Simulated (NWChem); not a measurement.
System: BiH₃O₃; SMILES [OH][Bi]([OH])[OH]

NWChem input:

```
start job
memory heap 200 mb stack 900 mb global 1100 mb
geometry units angstroms noautosym nocenter noautoz
  Bi     0.024399     0.012934     0.223524
  O      1.633492    -0.408427    -1.037461
  H      1.344049    -1.076030    -1.675738
  O     -1.253049    -1.376828    -0.667237
  H     -1.761510    -0.913695    -1.348445
  O     -0.664672     1.617486    -0.919932
  H     -0.093944     1.692034    -1.698161
end
basis spherical
  * library def2-svpd
end
ecp
  Bi library def2-ecp
end
dft
  xc xpbe96 cpbe96
  iterations 150
end
property
  response 1 0.0
end
task dft property
```

Parts of the log:

```
             Northwest Computational Chemistry Package (NWChem) 7.3.0
             --------------------------------------------------------

                             Geometry "geometry" -> ""
                             -------------------------

 Output coordinates in angstroms (scale by  1.889725989 to convert to a.u.)

  No.       Tag          Charge          X              Y              Z
 ---- ---------------- ---------- -------------- -------------- --------------
    1 Bi                  83.0000     0.02439900     0.01293400     0.22352400
    2 O                    8.0000     1.63349200    -0.40842700    -1.03746100
    3 H                    1.0000     1.34404900    -1.07603000    -1.67573800
    4 O                    8.0000    -1.25304900    -1.37682800    -0.66723700
    5 H                    1.0000    -1.76151000    -0.91369500    -1.34844500
    6 O                    8.0000    -0.66467200     1.61748600    -0.91993200
    7 H                    1.0000    -0.09394400     1.69203400    -1.69816100

 Effective nuclear repulsion energy (a.u.)     611.6003842044

                                 NWChem DFT Module
                                 -----------------

 Summary of "ao basis" -> "ao basis" (spherical)
 ------------------------------------------------------------------------------
       Tag                 Description            Shells   Functions and Types
 ---------------- ------------------------------  ------  ---------------------
 Bi                        def2-svpd                12       32   5s4p3d
 O                         def2-svpd                 9       23   4s3p2d
 H                         def2-svpd                 4        8   2s2p

            General Information
            -------------------
          SCF calculation type: DFT
          Wavefunction type:  closed shell.
          No. of atoms     :     7
          No. of electrons :    50
           Alpha electrons :    25
            Beta electrons :    25
          Charge           :     0
          Spin multiplicity:     1
          Use of symmetry is: off; symmetry adaption is: off
          Maximum number of iterations: 150
          AO basis - number of functions:   125
                     number of shells:    51
          Convergence on energy requested:  1.00D-06
          Convergence on density requested:  1.00D-05
          Convergence on gradient requested:  5.00D-04

              XC Information
              --------------
          PerdewBurkeErnzerhof Exchange Functional  1.000
            Perdew 1991 LDA Correlation Functional  1.000 local
           PerdewBurkeErnz. Correlation Functional  1.000 non-local

             Grid Information
             ----------------
          Grid used for XC integration:  medium
          Radial quadrature: Mura-Knowles
          Angular quadrature: Lebedev.
          Tag              B.-S. Rad. Rad. Pts. Rad. Cut. Ang. Pts.
          ---              ---------- --------- --------- ---------
          Bi                  1.60      123          10.0       590
          O                   0.60       49          11.0       434
          H                   0.35       45          11.0       434
          Grid pruning is: on
          Number of quadrature shells:   405
          Spatial weights used:  Erf1

      Superposition of Atomic Density Guess
      -------------------------------------

 Sum of atomic energies:        -470.99918908

      Non-variational initial energy
      ------------------------------

 Total energy =    -439.508089
 1-e energy   =   -1099.993321
 2-e energy   =     451.241447
 HOMO         =      -0.364134
 LUMO         =      -0.008071

   convergence    iter        energy       DeltaE   RMS-Dens  Diis-err
 ---------------- ----- ----------------- --------- --------- ---------
 d= 0,ls=0.0,diis     1   -441.5879744036 -6.51D+02  3.11D-02  1.64D+00
 d= 0,ls=0.0,diis     2   -440.3711329654  1.22D+00  1.93D-02  1.22D+01
 d= 0,ls=0.0,diis     3   -441.7904579189 -1.42D+00  2.04D-03  4.06D-02
 d= 0,ls=0.0,diis     4   -441.7945430859 -4.09D-03  7.85D-04  7.58D-03
 d= 0,ls=0.0,diis     5   -441.7955550968 -1.01D-03  1.27D-04  1.11D-04
  Resetting Diis
 d= 0,ls=0.0,diis     6   -441.7955580024 -2.91D-06  5.73D-05  1.23D-04
 d= 0,ls=0.0,diis     7   -441.7955709251 -1.29D-05  2.86D-05  1.82D-06
 d= 0,ls=0.0,diis     8   -441.7955695139  1.41D-06  1.93D-05  1.49D-05
 d= 0,ls=0.0,diis     9   -441.7955711324 -1.62D-06  3.85D-06  1.28D-07
 d= 0,ls=0.0,diis    10   -441.7955711426 -1.02D-08  1.29D-06  7.22D-08

         Total DFT energy =     -441.795571142591
      One electron energy =    -1102.732498020812
           Coulomb energy =      495.506617708693
    Exchange-Corr. energy =      -43.813476139445
 Nuclear repulsion energy =      209.243785308973

 Numeric. integr. density =       50.000016453724

                       DFT Final Molecular Orbital Analysis
                       ------------------------------------

[...]

 DFT Linear Response polarizability / au
 Frequency  =       0.0000000 / au
              X              Y              Z
 -----------------------------------------------
 X      61.4845661     -0.0328740     -0.3806522
 Y      -0.0328938     61.4235819     -0.2385749
 Z      -0.3806509     -0.2385771     57.8079915
 -----------------------------------------------
 Eigenvalues =      61.5243873     61.4385404     57.7532118
 Isotropic   =      60.2387132
 Anisotropic =       3.7289933
 -----------------------------------------------

 Magnetic Dipole Response Matrix (nonzero elements):

 Exiting AOResponse driver routine
```

Level: PBE/def2-SVPD with def2 effective core potentials on Bi. All runs use the structure optimised with PBE0/def2-SVP. def2 effective core potentials on Bi; no spin-orbit coupling.
